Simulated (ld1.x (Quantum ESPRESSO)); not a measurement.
# Configuration tests for strontium (TM)

strontium (Sr), norm-conserving Troullier–Martins (Kleinman–Bylander form), made with ld1.x (Quantum ESPRESSO) 7.5 (revPBE, fully relativistic). Core [Ar] 3d10 4s2, reference 4p6 4d0 5s0 5p0 (charge +2). Waves: 5s (bound, empty): rc 2.90 bohr; 4p (bound): rc 1.45 bohr; 4d (bound, empty): rc 2.95 bohr. Local part: the d channel. Core correction: a·sin(br)/r model core inside 1.35 bohr.

Open shells are filled in proportion to 2j + 1 (rel_dist='average').

Energies are relative to the spin-unpolarised reference configuration 4p6 4d0 5s0 5p0; without spin polarisation the order of configurations can differ from experiment. The d channel is local and has no spin–orbit splitting in the pseudo-atom.

```json
{"valence configuration": "4p6 4d0 5s1 5p0", "charge": "+1", "ΔE all-electron (eV)": "-10.903", "error AE − PS (meV)": "+2.5"}
{"valence configuration": "4p6 4d0 5s1.5 5p0", "charge": "+0.5", "ΔE all-electron (eV)": "-14.406", "error AE − PS (meV)": "+5.2"}
{"valence configuration": "4p6 4d0 5s0 5p2", "charge": "0", "ΔE all-electron (eV)": "-12.130", "error AE − PS (meV)": "-39"}
{"valence configuration": "4p6 4d1 5s1 5p0", "charge": "0", "ΔE all-electron (eV)": "-14.409", "error AE − PS (meV)": "+3.2"}
{"valence configuration": "4p5 4d0 5s2 5p0", "charge": "+1", "ΔE all-electron (eV)": "11.609", "error AE − PS (meV)": "-305"}
```

**Question.** What are ΔE and the potential's error for 4p6 4d0 5s2 5p0?

**Answer.** ΔE = -16.720 eV all-electron; the error (AE − PS) is +7.9 meV.

**Question.** What are ΔE and the potential's error for 4p6 4d0 5s0 5p1?

**Answer.** ΔE = -8.032 eV all-electron; the error (AE − PS) is -28 meV.

Note: ghost state, extra bound levels that the all-electron valence spectrum of the same l lacks: s at -37.0 eV. A true bound ghost makes a file unfit for plane-wave use.
